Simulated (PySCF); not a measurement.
SMILES C(=Cc1cccs1)c1cccs1 at its GFN2-xTB optimised geometry (Å):

```
20

C      0.6688     0.0246     0.0001
C     -0.6767    -0.0309     0.0000
C     -1.5400     1.1043     0.0000
C     -2.9135     1.1043     0.0000
C     -3.4721     2.3949     0.0000
C     -2.5287     3.3735    -0.0001
S     -0.9325     2.7393     0.0000
C      1.5345    -1.1086     0.0001
C      2.9081    -1.1036     0.0002
C      3.4714    -2.3920     0.0002
C      2.5314    -3.3741     0.0001
S      0.9330    -2.7456     0.0000
H      1.1628     0.9885     0.0001
H     -1.1718    -0.9942     0.0000
H     -3.4960     0.2003     0.0000
H     -4.5299     2.5894     0.0000
H     -2.6692     4.4362    -0.0001
H      3.4871    -0.1973     0.0003
H      4.5299    -2.5826     0.0003
H      2.6760    -4.4362     0.0001
```

Computed with PySCF with B3LYP/def2-SVP. Cells within 0.4 Å of a nucleus heavier than hydrogen are left out (blank, or x).

Map of the electrostatic potential (hartree/e), clipped to [-0.08, 0.12] on the plane z = 0.0 Å:

```
|0000000000000000000000000|
|0000001111000000000000000|
|0000011221100000000000000|
|0000113762110000000000000|
|0000115995320000000000000|
|0011127999972000000000000|
|00124599x9999000000000000|
|0127999999xx9200000000000|
|012899x999999421100000000|
|0012599999999684211100000|
|0011279x9xx99999212110000|
|0001299999999999348411000|
|00012999799x9x99799921000|
|0001148439999999999921000|
|00001121299999xx9x9721100|
|0000011124969999999962100|
|000000001124999999x998210|
|0000000000029xx9999997210|
|0000000000009999x99542100|
|0000000000002899997211100|
|0000000000000235996110000|
|0000000000000112673110000|
|0000000000000011221100000|
|0000000000000001111000000|
|0000000000000000000000000|
```
Scale: ten equal steps from -0.003 (start of '0') to 0.120 (end of '9'), in the order '0123456789'; x runs from -7.00 to 7.00, y from -7.00 (bottom) to 7.00 (top).
